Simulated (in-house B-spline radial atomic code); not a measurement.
Inner levels of indium as electrons are removed. A shift is the extra binding of the orbital against the neutral atom ([Kr] 4d10 5s2 5p1). The density at the nucleus is averaged over the nuclear charge. Computed with an all-electron radial atomic-structure program (B-spline basis): Dirac-Hartree-Fock, average of the configuration, finite nuclei.

| ion | configuration | shift of 3p1/2 (eV) | shift of 2p3/2 (eV) | shift of 3d5/2 (eV) | radius of 3p1/2 (bohr) | radius of 2p3/2 (bohr) | radius of 3d5/2 (bohr) | Σ<r²> (bohr²) | change of density at nucleus (bohr⁻³) |
| --- | --- | --- | --- | --- | --- | --- | --- | --- | --- |
| In | [Kr] 4d10 5s2 5p1 | 0 | 0 | 0 | 0.33818 | 0.11379 | 0.32467 | 59.925 | - |
| In+ | [Kr] 4d10 5s2 | 7.3854 | 7.4026 | 7.3941 | 0.33818 | 0.11379 | 0.32467 | 41.325 | 6.456 |
| In2+ | [Kr] 4d10 5s1 | 17.755 | 17.789 | 17.783 | 0.33818 | 0.11379 | 0.32466 | 32.384 | -17.485 |
| In3+ | [Kr] 4d10 | 29.238 | 29.31 | 29.292 | 0.33818 | 0.11379 | 0.32464 | 25.39 | -51.21 |
| In4+ | [Kr] 4d9 | 49.068 | 49.37 | 49.08 | 0.33811 | 0.11378 | 0.32488 | 22.678 | -41.838 |
| In5+ | [Kr] 4d8 | 70.421 | 71.082 | 70.387 | 0.33801 | 0.11378 | 0.32478 | 20.347 | -30.404 |
| In6+ | [Kr] 4d7 | 93.184 | 94.346 | 93.101 | 0.33788 | 0.11378 | 0.32463 | 18.299 | -16.986 |
| In7+ | [Kr] 4d6 | 117.27 | 119.09 | 117.14 | 0.33772 | 0.11377 | 0.32444 | 16.474 | -1.645 |
| In8+ | [Kr] 4d5 | 142.62 | 145.26 | 142.44 | 0.33752 | 0.11377 | 0.32419 | 14.828 | 15.572 |
| In9+ | [Kr] 4d4 | 169.18 | 172.81 | 168.95 | 0.33729 | 0.11376 | 0.32389 | 13.33 | 34.618 |
| In10+ | [Kr] 4d3 | 196.91 | 201.71 | 196.64 | 0.33702 | 0.11375 | 0.32353 | 11.959 | 55.463 |
| In11+ | [Kr] 4d2 | 225.78 | 231.93 | 225.46 | 0.33671 | 0.11374 | 0.32312 | 10.695 | 78.078 |
| In12+ | [Kr] 4d1 | 255.75 | 263.46 | 255.4 | 0.33637 | 0.11373 | 0.32265 | 9.5269 | 102.44 |
| In13+ | [Ar] 3d10 4s2 4p6 | 286.8 | 296.26 | 286.42 | 0.33598 | 0.11372 | 0.32212 | 8.442 | 128.54 |
| In14+ | [Ar] 3d10 4s2 4p5 | 320.09 | 332.06 | 320.11 | 0.33609 | 0.11371 | 0.32145 | 7.5391 | 160.44 |
| In15+ | [Ar] 3d10 4s2 4p4 | 354.15 | 368.81 | 354.6 | 0.33572 | 0.11369 | 0.32075 | 6.6805 | 193.62 |
| In16+ | [Ar] 3d10 4s2 4p3 | 388.97 | 406.52 | 389.88 | 0.33532 | 0.11367 | 0.32001 | 5.8627 | 228.06 |
| In17+ | [Ar] 3d10 4s2 4p2 | 424.54 | 445.18 | 425.93 | 0.33489 | 0.11365 | 0.31923 | 5.0827 | 263.78 |
| In18+ | [Ar] 3d10 4s2 4p1 | 460.84 | 484.77 | 462.75 | 0.33444 | 0.11363 | 0.31843 | 4.3379 | 300.77 |
| In19+ | [Ar] 3d10 4s2 | 497.86 | 525.29 | 500.32 | 0.33395 | 0.11361 | 0.31759 | 3.626 | 339.02 |
